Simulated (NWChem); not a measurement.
Species: CBr₂Cl₂; SMILES ClC(Cl)(Br)Br

Computed with NWChem. Pople sets run with spherical d functions. This build's default masses of Se (78.918 u) and Br (79.917 u) are each other's, which moves their modes by up to 0.6 %. Each level has its own optimisation; frequencies are unscaled.

| level | r C–Cl (Å) | r Br–C (Å) | highest harmonic frequency (cm⁻¹) | lowest (cm⁻¹) | zero-point energy (kcal/mol) | dipole (D) |
|---|---|---|---|---|---|---|
| Hartree-Fock/STO-3G | 1.837 | 1.931 | 976 | 173 | 6.4 | 1.47 |
| Hartree-Fock/3-21G | 1.852 | 1.962 | 800 | 161 | 5.5 | 1.25 |
| Hartree-Fock/6-31G* | 1.763 | 1.943 | 882 | 169 | 5.9 | 0.22 |
| B3LYP/6-31G* | 1.783 | 1.975 | 741 | 150 | 5.0 | 0.07 |
| LDA (Slater exchange, VWN5)/def2-SVP | 1.756 | 1.939 | 769 | 150 | 5.1 | 0.08 |
| PBE/def2-SVP | 1.779 | 1.970 | 728 | 147 | 4.9 | 0.02 |
| BLYP/def2-SVP | 1.797 | 1.997 | 691 | 143 | 4.7 | 0.07 |
| PBE0/def2-SVP | 1.763 | 1.944 | 792 | 156 | 5.3 | 0.08 |
